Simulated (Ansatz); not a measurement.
`[SiH3][AlH][S][SiH3]` + PH₃ → `[SiH3][AlH][PH2]` + `[SiH3]S` at 500 K and 1 bar (ligand exchange at the Al–S bond).

Isolated molecules relaxed with PBE0-D4/def2-TZVP in Ansatz; ΔE leaves out vibrations. CBS: MP2 limit from def2 TZ/QZ plus the TZ coupled-cluster correction, frozen cores. This one scheme is used for every species. Each species was taken in one conformer, which may not be the lowest.

```csv
species,CCSD(T)/CBS energy (Eh),H − E (kJ/mol),S (J/(mol·K))
`[SiH3][AlH][S][SiH3]`,-1222.20542,211.4,468.4
PH₃,-342.72256,81.5,231.4
`[SiH3][AlH][PH2]`,-875.62424,173.6,420.2
`[SiH3]S`,-689.27336,117.6,310.5
```

H − E and S are ideal-gas, rigid-rotor, harmonic terms from PBE0-D4/def2-TZVP, for one conformer and one mirror image of each species. 1 Eh = 2625.50 kJ/mol, R = 8.31446 J/(mol·K).

Problem. By hand: ΔE, ΔH, ΔS and ΔG.

Solution. ΔE = (-875.62424) + (-689.27336) − (-1222.20542) − (-342.72256) = 0.03038 Eh = 79.8 kJ/mol. Δ(H − E) = 173.6 + 117.6 − 211.4 − 81.5 = -1.7, so ΔH = 78.1 kJ/mol. ΔS = 420.2 + 310.5 − 468.4 − 231.4 = 30.9 J/(mol·K). ΔG = 78.1 − 500 × (30.9)/1000 = 62.6 kJ/mol.

Problem. By hand: the equilibrium constant, and the temperature at which ΔG would vanish if ΔH and ΔS stayed fixed.

Solution. log₁₀ K = −ΔG/(RT ln 10) = -6.5. ΔG = 0 at ΔH/ΔS = 2528 K, far beyond where these terms or the molecules hold.

ΔH outweighs TΔS. A doubt of 5 kJ/mol in ΔE shifts log₁₀ K by 0.5 here. Other conformers and mirror images would add mixing entropy, several J/(mol·K) or more a flexible species. Modes under 60 cm⁻¹, often nearly free rotors, make the harmonic entropy too high. These are equilibria of isolated gas molecules and say nothing of rates. Largest T1 diagnostic: 0.014 (customary marks: 0.02 for closed shells, 0.045 for open ones).
